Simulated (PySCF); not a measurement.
How methods differ on the ionisation energy of N⁺

N⁺ [He] 2s2 2p2 (3P) → N²⁺ [He] 2s2 2p1 (2P), as a difference of total energies. Calculation: PySCF 2.14, in aug-cc-pwCVDZ; no relativity, point nucleus. Correlated levels: valence and next inner shell: nothing frozen. The calculations carry no spin-orbit coupling.

```json
{"method": "UHF", "ionisation energy (eV)": "29.169", "difference from reference (eV)": "-0.432"}
{"method": "MP2 (valence and next inner shell)", "ionisation energy (eV)": "29.439", "difference from reference (eV)": "-0.162"}
{"method": "SCS-MP2 (valence and next inner shell)", "ionisation energy (eV)": "29.318", "difference from reference (eV)": "-0.283"}
{"method": "CCSD (valence and next inner shell)", "ionisation energy (eV)": "29.283", "difference from reference (eV)": "-0.318"}
{"method": "CCSD(T) (valence and next inner shell)", "ionisation energy (eV)": "29.289", "difference from reference (eV)": "-0.312"}
{"method": "CCSDT (valence and next inner shell)", "ionisation energy (eV)": "29.291", "difference from reference (eV)": "-0.310"}
```

Reference: 29.601 eV (semi-empirical (NIST evaluation); NIST Atomic Spectra Database, ionization energies).

Errors of the correlated levels include the incompleteness of this basis.
